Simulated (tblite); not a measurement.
C₈H₁₇P.
SMILES with atom numbers: `[CH3:1][P:2]([CH:3]1[CH2:4][CH2:5]1)[C:6]([CH3:7])([CH3:8])[CH3:9]` (hydrogens: H10, H11, H12 on C1; H13 on C3; H14, H15 on C4; H16, H17 on C5; H18, H19, H20 on C7; H21, H22, H23 on C8; H24, H25, H26 on C9)

A start from a force field or distance geometry was refined with tblite 0.8.0, GFN2-xTB geometry optimisation, gas phase. Values at the start:

```tsv
coordinate	start
C1–P2	1.831 Å
C1–H10	1.121 Å
P2–C3	1.865 Å
P2–C6	1.841 Å
C3–C4	1.539 Å
C3–H13	1.122 Å
C4–C5	1.525 Å
C4–H14	1.093 Å
C4–H15	1.106 Å
C6–C7	1.527 Å
C7–H18	1.121 Å
C1–P2–C3	106.9°
C1–P2–C6	114.2°
P2–C3–C4	110.0°
P2–C6–C7	107.3°
P2–C6–C8	108.2°
P2–C6–C9	113.3°
C3–P2–C6	112.3°
C7–C6–C8	106.8°
```

Q: How do these coordinates change at the GFN2-xTB level?

A: 
| coordinate | GFN2-xTB (Å or °) | change |
| --- | --- | --- |
| P2–C6 | 1.898 | +0.057 |
| C3–H13 | 1.086 | -0.036 |
| C3–C4 | 1.503 | -0.036 |
| C4–C5 | 1.492 | -0.033 |
| C1–H10 | 1.089 | -0.032 |
| C7–H18 | 1.089 | -0.032 |
| P2–C3 | 1.839 | -0.026 |
| C4–H15 | 1.080 | -0.026 |
| C1–P2 | 1.852 | +0.021 |
| C4–H14 | 1.080 | -0.013 |
| C6–C7 | 1.530 | +0.003 |
| C1–P2–C6 | 101.7 | -12.5 |
| C3–P2–C6 | 101.3 | -11.0 |
| C1–P2–C3 | 96.6 | -10.3 |
| P2–C3–C4 | 116.3 | +6.3 |
| C7–C6–C8 | 109.2 | +2.4 |
| P2–C6–C9 | 115.4 | +2.1 |
| P2–C6–C8 | 106.5 | -1.7 |
| P2–C6–C7 | 106.1 | -1.2 |

The energy falls by 1.598 eV over 169 L-BFGS steps, the largest force on an atom goes from 3.53 to 0.009 eV/Å, and the atoms move by 0.857 Å rms after alignment. The bond that changes most is P2–C6 (phosphine phosphorus to sp3 carbon bound to phosphorus), which lengthens by 0.057 Å. Bonds longer at the end by more than 0.005 Å: 4 of 26; shorter: 20. Among the dihedrals that turn most is C3–P2–C6–C7, from 123° to 178°. Rotational constants go from 2018, 987.3, 805.1 to 2033, 1014, 847.1 MHz.

Its GFN2-xTB frequencies are all real (lowest 44 cm⁻¹). The numbers are those of one conformer. 2 starts were optimised and ended at 0.00 and 0.02 kcal/mol (GFN2-xTB); the lowest of these is shown.

All values are computed, not measured.
